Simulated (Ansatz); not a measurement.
The cluster Si2S2. Charge 0, multiplicity 3. Geometry PBE0-D4/def2-TZVP; atoms count from 1.

```xyz
4

Si    1.135   -0.528   -0.656
Si   -1.136    0.534    0.652
S    -0.953   -0.768   -1.032
S     0.953    0.762    1.036
```

At PBE0-D4/def2-TZVP a singlet of charge 0 lies 1.18 eV below the triplet, each at its own geometry. The structure comes from a short search, and lower isomers may exist.

Q: Estimate the Mulliken populations from the PBE0/def2-TZVP orbitals of Ansatz.

A: 
```
atom  charge (e)  spin (α − β)
 Si1        0.19          0.84
 Si2        0.18          0.84
  S3       -0.19          0.16
  S4       -0.19          0.16
```
Mulliken values depend strongly on the basis.

Q: Where does the spin sit?

A: Summed by element: Si 1.68, S 0.32, of 2 unpaired in all. Largest on single atoms: Si1 0.84, Si2 0.84, S3 0.16.

Q: And the Mayer bond orders between heavy atoms (over 0.3)?

A: Si1–Si2 0.52 (2.83 Å); Si1–S3 1.16 (2.14 Å); Si1–S4 1.16 (2.14 Å); Si2–S3 1.15 (2.14 Å); Si2–S4 1.15 (2.14 Å).
